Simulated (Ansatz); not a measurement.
A nudged elastic band was laid between two geometries of ClGeH3O + H2 (8 atoms, charge 0, multiplicity 1).

These are results of RKS BHLYP-D4/def2-SVP (Ansatz 0.2.0), not measurements.

| Quantity | Value |
| --- | --- |
| movable images | 9 |
| climbing image | yes |
| spring | 5.0 eV/Å² |
| optimiser | quadratic models (default) |
| start path | through a guess of the saddle point |
| force threshold | 0.03 eV/Å |
| iteration limit | 60 |
| end points | relaxed |

Initial state:

```xyz
8
Properties=species:S:1:pos:R:3
Ge -0.248 0.487 -0.092
Cl 0.162 0.556 2.035
H 1.095 0.676 -0.790
H -1.307 1.524 -0.421
O -0.958 -1.073 -0.460
H -0.457 -1.828 -0.154
H 0.888 -3.044 1.419
H 0.712 -2.380 1.730
```

Final state:

```xyz
8
Properties=species:S:1:pos:R:3
Ge 0.479 -0.032 -0.305
Cl -0.444 -1.326 3.163
H 0.790 -0.097 -1.803
H -0.331 1.224 0.023
O -0.488 -1.482 0.123
H -1.291 -1.609 -0.378
H 1.731 -0.158 0.549
H -0.560 -1.602 1.895
```

Which bonds break or form, and what moves?

Bonds broken: Ge1–Cl2, H7–H8. Bonds formed: Ge1–H7, Cl2–H8. ClGeH3O + H2 becomes ClH + GeH4O.

What energy profile does the band end with?

The forces met the threshold. The highest image is number 6 of 0 to 10, 51.2 kcal/mol above the first end and 43.7 kcal/mol above the last; the last end lies 7.5 kcal/mol above the first. Neighbouring images differ by up to 1.5 eV, so the band resolves the path poorly. A vibrational analysis at the climbing image gives one clearly imaginary mode, 828i cm⁻¹: a first-order saddle point. The orbitals stay closed-shell, which can raise the energy where a bond breaks towards radicals; this wasn't checked here.

| image | path coordinate (Å) | energy (kcal/mol) | Ge1–Cl2 (Å) | H7–H8 (Å) | Ge1–H7 (Å) |
| --- | --- | --- | --- | --- | --- |
| 0 | 0.00 | 0.0 | 2.17 | 0.75 | 4.01 |
| 1 | 1.17 | 0.2 | 2.17 | 0.75 | 3.73 |
| 2 | 2.34 | 0.4 | 2.17 | 0.75 | 4.01 |
| 3 | 3.51 | 0.5 | 2.17 | 0.75 | 4.01 |
| 4 | 4.67 | 1.8 | 2.17 | 0.75 | 3.44 |
| 5 | 5.84 | 18.5 | 2.23 | 0.75 | 2.55 |
| 6 | 7.01 | 51.2 | 2.69 | 0.86 | 1.84 |
| 7 | 7.97 | 16.6 | 3.24 | 1.61 | 1.56 |
| 8 | 8.93 | 12.3 | 3.68 | 2.48 | 1.54 |
| 9 | 9.88 | 11.3 | 3.77 | 2.76 | 1.53 |
| 10 | 10.84 | 7.5 | 3.81 | 3.02 | 1.52 |

What is the geometry of the highest image?


```xyz
8
Properties=species:S:1:pos:R:3:forces:R:3
Ge 0.072 -0.241 -0.134 0.00 0.00 0.00
Cl -0.751 -0.921 2.338 0.00 0.00 0.00
H 1.115 -0.257 -1.254 0.00 0.00 0.00
H -0.371 1.150 0.266 0.00 0.00 0.00
O -1.006 -1.521 -0.588 0.00 -0.01 -0.01
H -1.554 -1.771 0.161 0.00 0.00 0.00
H 1.498 -0.692 0.945 0.00 0.00 0.00
H 0.882 -0.829 1.534 0.00 0.00 0.00
```

The band took 23 iterations and roughly 15 core-minutes.

Time of the run: 7.6 min on 2 threads of Arm Neoverse V1, on a shared host, peak memory 0.19 GiB.
